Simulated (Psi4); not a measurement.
C₄H₈F₂O, singlet, geometry from GFN2-xTB; Psi4 with HF/STO-3G.

Here is a job for Psi4.
```
memory 2 GB

molecule {
0 1
  C    -1.54204960   -0.93473434    0.52410020
  C    -0.11411667   -0.59876787    0.07531697
  C     0.92198488   -1.38954941    0.87139683
  O     0.07645497   -0.91002507   -1.28356055
  C     0.11780909    0.91166575    0.29940671
  F     1.36543109    1.28729565   -0.05726073
  F    -0.72704893    1.63159555   -0.48874382
  H    -2.26456510   -0.32101481   -0.01078203
  H    -1.65907304   -0.76707386    1.59114369
  H    -1.74364323   -1.97977076    0.30508873
  H     0.82295662   -1.19129134    1.93460792
  H     0.77461743   -2.44870136    0.68401125
  H     1.92065482   -1.11654579    0.54182801
  H    -0.46283029   -0.32077630   -1.82564475
  H    -0.04696243    1.22366931    1.34094830
}

set basis sto-3g
set reference uhf
set stability_analysis follow
set scf_type pk

energy('scf')
print_variables()
```

It wrote (shortened):

```
   => Loading Basis Set <=

    Name: STO-3G
    Role: ORBITAL
    Keyword: BASIS

         ---------------------------------------------------------
                                   SCF
               by Justin Turney, Rob Parrish, Andy Simmonett
                          and Daniel G. A. Smith
                              UHF Reference
         ---------------------------------------------------------

  ==> Geometry <==

    Molecular point group: c1
    Full point group: C1

    Geometry (in Angstrom), charge = 0, multiplicity = 1:

       Center              X                  Y                   Z               Mass
    ------------   -----------------  -----------------  -----------------  -----------------
         C           -1.571807759058    -1.023655902129     0.570114883792    12.000000000000
         C           -0.143874829058    -0.687689432129     0.121331653792    12.000000000000
         C            0.892226720942    -1.478470972129     0.917411513792    12.000000000000
         O            0.046696810942    -0.998946632129    -1.237545866208    15.994914619570
         C            0.088050930942     0.822744187871     0.345421393792    12.000000000000
         F            1.335672930942     1.198374087871    -0.011246046208    18.998403162730
         F           -0.756807089058     1.542673987871    -0.442729136208    18.998403162730
         H           -2.294323259058    -0.409936372129     0.035232653792     1.007825032230
         H           -1.688831199058    -0.855995422129     1.637158373792     1.007825032230
         H           -1.773401389058    -2.068692322129     0.351103413792     1.007825032230
         H            0.793198460942    -1.280212902129     1.980622603792     1.007825032230
         H            0.744859270942    -2.537622922129     0.730025933792     1.007825032230
         H            1.890896660942    -1.205467352129     0.587842693792     1.007825032230
         H           -0.492588449058    -0.409697862129    -1.779630066208     1.007825032230
         H           -0.076720589058     1.134747747871     1.386962983792     1.007825032230

  Running in c1 symmetry.

  Rotational constants: A =      0.11154  B =      0.07823  C =      0.06414 [cm^-1]
  Rotational constants: A =   3343.75765  B =   2345.22391  C =   1922.86596 [MHz]
  Nuclear repulsion =  353.439485880845950

  Charge       = 0
  Multiplicity = 1
  Electrons    = 58
  Nalpha       = 29
  Nbeta        = 29

  ==> Algorithm <==

[...]
  Energy and wave function converged.

    Wavefunction stable under totally symmetric rotations.
    Lowest totally symmetric eigenvalue: 0.311020
    Lowest UHF->UHF stability eigenvalues:
       A 0.311020

    Stability analysis over.

  ==> Post-Iterations <==

   @Spin Contamination Metric:  -2.486899575E-14
   @S^2 Expected:                0.000000000E+00
   @S^2 Observed:               -2.486899575E-14
   @S   Expected:                0.000000000E+00
   @S   Observed:                0.000000000E+00

    Orbital Energies [Eh]
    ---------------------

    Alpha Occupied:

[...]
    Alpha Virtual:

[...]
    Beta Occupied:

[...]
    Beta Virtual:

[...]
    Final Occupation by Irrep:
              A
    DOCC [    29 ]
    SOCC [     0 ]
    NA   [    29 ]
    NB   [    29 ]

  @UHF Final Energy:  -424.20171356610109

   => Energetics <=

    Nuclear Repulsion Energy =            353.4394858808459503
    One-Electron Energy =               -1291.0423610797581659
    Two-Electron Energy =                 513.4011616328110676
    Total Energy =                       -424.2017135661011480

  UHF NO Occupations:
  HONO-2 :   27  A 2.0000000
  HONO-1 :   28  A 2.0000000
  HONO-0 :   29  A 2.0000000
  LUNO+0 :   30  A 0.0000000
  LUNO+1 :   31  A 0.0000000
  LUNO+2 :   32  A 0.0000000
  LUNO+3 :   33  A 0.0000000

Computation Completed

Properties will be evaluated at   0.000000,   0.000000,   0.000000 [a0]

Properties computed using the SCF density matrix

 Multipole Moments:

 ------------------------------------------------------------------------------------
     Multipole            Electronic (a.u.)      Nuclear  (a.u.)        Total (a.u.)
 ------------------------------------------------------------------------------------

 L = 1.  Multiply by 2.5417464519 to convert [e a0] to [Debye]
 Dipole X            :          2.7976025           -3.2616164           -0.4640139
 Dipole Y            :          9.6632709           -9.7461689           -0.0828981
 Dipole Z            :         -4.5273576            5.0433988            0.5160412
 Magnitude           :                                                    0.6989131

 ------------------------------------------------------------------------------------

  Variable Map:
  ----------------------------------------------------------------------------
[...]
  Array Variable Map:
  ----------------------------------------------------------------------------
[...]
[...]
```
